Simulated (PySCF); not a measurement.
# Vibration and rotation of SnTe

RHF-CCSD(T) constants of SnTe, ¹Σ⁺ (singlet), closed shell (Sn cc-pVDZ-PP with ECP28, Te cc-pVDZ-PP with ECP28; scalar-relativistic core potentials (PySCF 2.14); masses 119.9022 and 129.9062 u):

| Property | Result |
| --- | --- |
| ωe | 251.8 cm⁻¹ |
| ωexe | 0.449 cm⁻¹ |
| Be | 0.040822 cm⁻¹ |
| αe | 9.24e-05 cm⁻¹ |
| D (centrifugal) | 4.29e-09 cm⁻¹ |
| De to Sn + Te | 3.58 eV |

(1) Estimate the standard entropy (1 bar) and heat capacity of the ideal gas at 1000 K, rigid rotor with B0 and harmonic oscillator at the fundamental.

Correlated steps freeze 8 core orbitals. Correlated levels converge slowly with the basis: in double zeta they bind strong bonds too weakly, by up to about 1 eV, and carry superposition errors of some tenths. Spin–orbit coupling is left out, which matters for elements this heavy, above all for dissociation energies. Where the molecule has an RHF reference, its open-shell atoms are computed with UHF. The CCSD T1 diagnostic is raised, a sign that a single reference may not be enough here.

Results:

(1) Translation (Sackur–Tetrode, M = 249.81 u): 202.9 J/(mol K). Rotation: q = kT/(σB0) = 17000 with σ = 1, 89.3. Vibration: x = hcν0/kT = 0.361, 16.83. S° = 309.0 J/(mol K); Cp = 7R/2 + 8.22 = 37.3 J/(mol K).
